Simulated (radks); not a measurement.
All-electron atom: Ga10+ in [Ar] 3d3 (the NIST ground configuration).

Method: non-relativistic Kohn-Sham, BLYP, spin-polarised, spherical densities, point nucleus; open shells are filled with parallel spins first; computed with a radial shooting solver on a logarithmic mesh with Libxc functionals.

Energy parts (eV):
part                       energy
total                  -51286.599
kinetic                 51262.468
electron-nucleus      -116981.601
Hartree                 16239.854
exchange-correlation    -1807.320

Orbitals (lengths in bohr, moments of r in powers of bohr):
| orbital | occ. | eigenvalue (eV) | <1/r> |
|---|---|---|---|
| 1s up | 1 | -10367.60 | 30.50 |
| 1s down | 1 | -10367.59 | 30.50 |
| 2s up | 1 | -1512.459 | 6.682 |
| 2s down | 1 | -1508.707 | 6.693 |
| 2p up | 3 | -1371.802 | 6.647 |
| 2p down | 3 | -1369.030 | 6.658 |
| 3s up | 1 | -388.9212 | 2.337 |
| 3s down | 1 | -383.1231 | 2.323 |
| 3p up | 3 | -342.4010 | 2.253 |
| 3p down | 3 | -336.5562 | 2.238 |
| 3d up | 3 | -263.9070 | 2.084 |
| 3d down | 0 | -257.5614 | 2.069 |

The highest occupied level is 3d up at -263.91 eV. Spin moment in Bohr magnetons: 3. Summed over all electrons, <r^2> = 5.053 bohr^2, which gives a Langevin (diamagnetic) susceptibility term of -4 x 10^-6 cm^3/mol. For comparison, the ionisation energy in NIST's Atomic Spectra Database is 280 eV (theoretical). In exact Kohn-Sham theory the highest level is minus the ionisation energy, but local and semilocal functionals leave it too shallow, through self-interaction and a potential that decays too fast; potentials with the right tail come closer. The density falls to 0.001 e/bohr^3 at r = 1.73 bohr. Virial ratio -V/T = 2.00047. The spin density at the nucleus is -1.063 e/bohr^3 (1s -0.085, 2s -3.224, 3s 2.246), a Fermi contact field of -55.7 T. The electron density at the nucleus is 2.045e+04 e/bohr^3.
